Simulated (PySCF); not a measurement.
## Threshold energies of GeAs in a plasma

r²SCAN in PySCF with def2-TZVPPD on every atom, for the lowest determinant that a PBE0 search found; no spin–orbit coupling.

| species | state (unpaired electrons) | Re (Å) | ωe (cm⁻¹) | energy of the minimum from the neutral (eV) | De (eV) | dissociates to |
| --- | --- | --- | --- | --- | --- | --- |
| GeAs | doublet (π ↑) | 2.246 | 355 | 0.00 | 3.22 | Ge + As |
| GeAs⁺ | triplet (π ↑↑) | 2.407 | 285 | 8.41 | 2.89 | Ge⁺ + As |
| GeAs⁻ | singlet (closed shell) | 2.162 | 398 | -2.64 | 4.73 | Ge⁻ + As |

Problem. Work out the lowest energy to break GeAs into atoms, from its vibrational ground state.

Solution. D0 = De − ωe/2 = 3.22 − 0.02 = 3.20 eV (r²SCAN/def2-TZVPPD).

Problem. Work out the ionisation energy of the Ge atom at this level and the threshold of dissociative ionisation.

Solution. IE(Ge) = 8.41 + 2.89 − 3.22 = 8.08 eV, so Ge⁺ + As + e⁻ appears at D0 + IE(Ge) = 11.28 eV (r²SCAN/def2-TZVPPD). The measured IE(Ge) is 7.899 eV (NIST ASD).

Problem. Work out the electron affinity of the Ge atom and the threshold of dissociative attachment.

Solution. EA(Ge) = 3.22 − 4.73 − (-2.64) = 1.13 eV, so Ge⁻ + As needs D0 − EA(Ge) = 2.07 eV (r²SCAN/def2-TZVPPD). The measured EA(Ge) is 1.233 eV.

These are thermodynamic thresholds; the onsets seen under electron impact lie higher where the geometry changes, and cross-sections peak well above them.

Spin–orbit coupling is left out. For an ion De counts to the pair picked by the measured ionisation energies or electron affinities, which need not be the lowest pair at this level. States were picked by a PBE0 search and need not be the measured ground states.
